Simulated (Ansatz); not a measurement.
Cartesian coordinates in Å:
```
Si -0.192 1.049 -0.251
Ga 0.364 -1.158 0.524
Cl -0.369 -2.736 -0.757
H -1.671 1.178 -0.333
H 0.384 1.249 -1.608
H 0.335 2.104 0.656
H 1.149 -1.686 1.769
```

Total charge 0; spin multiplicity 1.

(1) List the r2SCAN/def2-TZVPP orbital energies in eV (Ansatz). (Best estimate.)

Results:

(1) The calculation gave: Occupied: -10123.00, -2752.91, -1791.22, -1245.19, -1101.63, -1101.54, -1101.51, -254.28, -192.80, -192.72, -192.67, -148.76, -141.72, -101.72, -101.47, -101.36, -96.58, -96.56, -96.56, -21.67, -21.20, -21.19, -21.12, -21.02, -20.15, -14.14, -11.47, -9.28, -9.21, -8.68, -8.22, -8.10, -6.97. Lowest empty: -2.71, -0.76, -0.45, 0.82, 0.88, 1.23, 2.64, 3.22.
